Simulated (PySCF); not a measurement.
Magnetisability: `CC(C)N1CCCN1[SiH](C)C`, C₈H₂₀N₂Si

Geometry:
```tsv
atom	x (Å)	y (Å)	z (Å)
C1	-2.925	0.604	-0.173
C2	-1.815	-0.445	-0.110
C3	-1.502	-0.940	-1.518
N4	-0.628	0.187	0.484
C5	-0.667	0.256	1.937
C6	-0.029	-1.056	2.447
C7	0.678	-1.596	1.191
N8	0.568	-0.523	0.214
Si9	1.918	0.425	-0.308
C10	3.105	-0.770	-1.188
C11	1.241	1.733	-1.497
H12	-3.196	0.960	0.818
H13	-3.812	0.182	-0.639
H14	-2.587	1.454	-0.760
H15	-2.162	-1.299	0.498
H16	-0.739	-1.712	-1.499
H17	-2.402	-1.347	-1.972
H18	-1.141	-0.113	-2.122
H19	-1.682	0.400	2.304
H20	-0.058	1.113	2.238
H21	-0.787	-1.752	2.805
H22	0.673	-0.864	3.255
H23	1.724	-1.841	1.366
H24	0.172	-2.493	0.814
H25	2.668	1.104	0.775
H26	2.604	-1.310	-1.986
H27	3.522	-1.504	-0.506
H28	3.934	-0.227	-1.629
H29	0.409	2.268	-1.053
H30	2.010	2.456	-1.747
H31	0.895	1.290	-2.426
```

The calculation used GIAO HCTH407/STO-3G magnetisability, rotational g tensor and spin-rotation constants, non-relativistic, gas phase (PySCF). Geometry: GFN2-xTB.

Q: How diamagnetic is it, and how anisotropic?

A: Isotropic -2273 × 10⁻³⁰ J/T², or -136.9 × 10⁻⁶ cm³/mol; principal values -2318, -2263, -2236 × 10⁻³⁰ J/T², anisotropy 72 × 10⁻³⁰ J/T² (root of half the summed squared differences of the principal values). The susceptibility is in cgs units.

Q: Split it along the inertial axes a, b, c into diamagnetic and paramagnetic parts about the centre of mass, with the quadrupole moment.

A: 
| axis | χ (10⁻⁶ cm³/mol) | diamagnetic (10⁻⁶ cm³/mol) | paramagnetic (10⁻⁶ cm³/mol) | summed x² of all electrons (Å²) | quadrupole Θ (D Å) |
| --- | --- | --- | --- | --- | --- |
| a | -138.8 | -1209.1 | 1070.3 | 334.0 | +2.06 |
| b | -134.8 | -1826.8 | 1692.0 | 188.5 | +0.32 |
| c | -137.0 | -2216.7 | 2079.8 | 96.5 | -2.39 |

Anisotropies 2χaa − χbb − χcc = -5.9 and 2χbb − χaa − χcc = +6.2 × 10⁻⁶ cm³/mol. Θ is traceless in Buckingham's convention.

Q: And the rotational g tensor?

A: 
```tsv
axis	rotational constant (GHz)	g	nuclear part	electronic part
a	1.2366	+0.0061	0.6278	-0.6218
b	0.7602	+0.0027	0.6069	-0.6043
c	0.6144	+0.0032	0.6035	-0.6003
```
Asymmetric top; isotopes 12C, 1H, 14N, 28Si; no vibrational averaging.
